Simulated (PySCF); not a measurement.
An unknown shows these calculated signals:

1H NMR (400 MHz, computed): δ 5.37 (sept, 1H), 5.05 (m, 2H), 1.36 (d, 6H).

13C{1H} NMR (computed): δ 184.4 (C), 69.1 (CH), 23.8 (CH3).

No relativistic terms, no solvent model, equivalent nuclei averaged, one conformer. PBE0/pcSseg-1 with gauge-including orbitals; geometry: GFN2-xTB; PySCF.

δ = σ(ref) − σ, references computed at the same level: TMS for 1H and 13C.

**Question.** Which of these does the molecule contain: a carboxylic acid, a Si–CH3 group, a (CH3)2CH unit, a Si–H bond, an OH group?

**Answer.** 
- A carboxylic acid: no.
- A Si–CH3 group: no.
- A (CH3)2CH unit: yes (δC 23.8, 69.1; δH 1.36 (d), 5.37 (sept)).
- A Si–H bond: yes (δH 5.05 (m)).
- An OH group: no.

The data belong to `CC(C)OC(=O)[SiH2]F`, C4H9FO2Si; they needn't prove each group on their own.

Carbon signals by region: 1 in the far downfield region (above 160 ppm), 1 at 50–100 ppm, 1 below 50 ppm. Above 160 ppm: 184.4, carbonyl carbon.

Splittings by 19F in the carbon and heteronuclear signals aren't shown, as no couplings were computed. Shifts are as computed. Against solution values, carbons near 30 ppm lie about +3 ppm off and those near 130 ppm about +5 ppm. Of 1211 compounds with measured shifts, 218 miss one by over three times the rms of a fit or turn the order of signals round; such compounds aren't used in these exercises. Multiplicities follow the n + 1 count of equivalent neighbours, as no J values were calculated; m marks all less simple cases, F and P coupling included.
